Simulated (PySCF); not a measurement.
**Spectroscopy problems**

Method: coordinates at the GFN2-xTB level, σ from GIAO-PBE0/pcSseg-1, in PySCF (non-relativistic Hamiltonian, one averaged value for each set of equivalent atoms, in vacuum, a single conformation).

Referencing at the same level of theory: 1H (σref 31.72) and 13C (σref 186.93) against TMS. Where no couplings were computed, multiplicities follow the n + 1 count of equivalent neighbours, and m marks all less simple cases (inequivalent or close neighbours, rings, F or P nearby). Acid and N–H amide carbonyl carbons lie up to 10 ppm further downfield in solution (hydrogen bonding). Shifts are as computed. Against solution values, carbons near 30 ppm lie about +3 ppm off and those near 130 ppm about +5 ppm. Of 1309 compounds with measured shifts, 239 miss one by over three times the rms of a fit or turn the order of signals round; such compounds aren't used in these exercises. Groups on amide-type nitrogens are kept apart (slow C–N rotation). OH and NH positions are gas-phase values without hydrogen bonding to other molecules.

Task: C6H11NOSi. 1H NMR (400 MHz, computed): δ 7.77 (d, 1H), 7.37 (d, 1H), 6.04 (br s, 1H), 5.74 (br s, 1H), 5.27 (m, 1H), 4.69 (m, 1H), 4.61 (m, 1H), 4.50 (m, 1H), 4.46 (m, 1H), 1.80 (m, 1H), 0.80 (m, 1H). 13C{1H} NMR (computed): δ 152.0 (CH2), 149.4 (C), 133.4 (CH2), 96.1 (CH), 79.9 (CH2), 21.0 (CH2). Give a structure.

Result: `C=N[C@@H]1C[SiH2]C(=C)CO1`. The formula gives 3 degrees of unsaturation (1 ring in the answer). 6 carbon signals for 6 carbons: no two carbons are equivalent. Carbon types of the structure: 1 × C, 1 × CH, 4 × CH2, leaving 2 H on heteroatoms. δC 149.4: fully substituted alkene carbon; as expected for a trigonal carbon in a double bond. δC 133.4: terminal =CH2 carbon; an sp2 carbon of a C=C bond. δC 96.1: sp3 CH bonded to N and O; 2 electronegative neighbours deshield it. δC 79.9: allylic sp3 CH2 bonded to O; pulled downfield by the heteroatom.

This is the structure that produced the data.

Task: C6H11NOSi. 1H NMR (500 MHz, computed): δ 4.99 (br, 1H), 4.27 (br, 1H), 3.34 (m, 2H), 3.24 (s, 2H), 2.22 (s, 3H), 1.08 (m, 2H). 13C{1H} NMR (computed): δ 172.1 (C), 156.6 (C), 126.3 (C), 49.4 (CH2), 29.1 (CH3), 0.6 (CH2). Give a structure.

Result: SMILES C(/C)(CC(N)=O)=C1\C[SiH2]1. Rings plus π bonds: 3 (1 ring in the answer). 6 carbon signals for 6 carbons: no two carbons are equivalent. Carbon types of the structure: 3 × C, 2 × CH2, 1 × CH3, leaving 4 H on heteroatoms. δC 172.1: amide carbonyl carbon; lone-pair donation from the attached heteroatom keeps it upfield of a ketone carbonyl. δC 156.6, 126.3: fully substituted alkene carbon; the olefinic region. δC 29.1: allylic methyl carbon; aliphatic region, no heteroatom directly attached. δH 2.22: hydrogen on an allylic methyl carbon; allylic position.

The shifts were computed for this structure.
